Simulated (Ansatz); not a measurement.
C$_{8}$H$_{8}$O$_{2}$, SMILES `Cc1ccc(C(=O)O)cc1`, 18 atoms. Total charge 0; spin multiplicity 1. Hardware: A = 2 threads of an AMD EPYC 7R13 on a shared host and a share of an NVIDIA H100 80 GB; B = 2 threads of an AMD EPYC 7R13 on a shared host. Correlated methods freeze the cores.

Task: How many basis functions does each run have, and how long does it take in Ansatz? RHF-MP2/def2-QZVPP energy [A]; RKS PBE0-D4/def2-QZVPP energy [A]; RKS ωB97M-V/def2-TZVPP energy and forces [A]; RHF-CCSD(T)/def2-SVP energy [A]; RKS ωB97M-V/def2-SVP energy [B]; direct RPA on PBE orbitals/def2-TZVPP energy [A]; RKS BLYP-D4/def2-TZVPP energy [A]; RKS PBE0-D4/def2-TZVP relaxation (6 steps) [A]; RKS PBE0-D4/def2-SVP energy [B]; RKS ωB97M-V/def2-QZVPP energy [A]; RKS r2SCAN0-D4/def2-TZVPP energy [A]; RKS r2SCAN-D4/def2-TZVPP energy and forces [A]. (Estimate.)

Result: Ansatz gave: Other jobs shared the machine, so times are rough.

```
                                level                       job  functions  wall time  peak host memory (GiB)
            RKS r2SCAN0-D4/def2-TZVPP                energy [A]        422      2.7 s                    0.97
               RKS BLYP-D4/def2-TZVPP                energy [A]        422      2.8 s                    0.95
                 RHF-CCSD(T)/def2-SVP                energy [A]        180      2.8 s                    0.83
               RKS PBE0-D4/def2-QZVPP                energy [A]        810      3.3 s                     1.4
             RKS r2SCAN-D4/def2-TZVPP     energy and forces [A]        422      3.4 s                    0.98
direct RPA on PBE orbitals/def2-TZVPP                energy [A]        422      4.6 s                     2.1
               RKS ωB97M-V/def2-TZVPP     energy and forces [A]        422      4.9 s                     1.1
                 RKS PBE0-D4/def2-SVP                energy [B]        180      5.5 s                    0.67
               RKS ωB97M-V/def2-QZVPP                energy [A]        810      6.5 s                     1.5
                   RHF-MP2/def2-QZVPP                energy [A]        810       10 s                     1.6
                RKS PBE0-D4/def2-TZVP  relaxation (6 steps) [A]        358       14 s                       1
                 RKS ωB97M-V/def2-SVP                energy [B]        180       15 s                    0.85
```
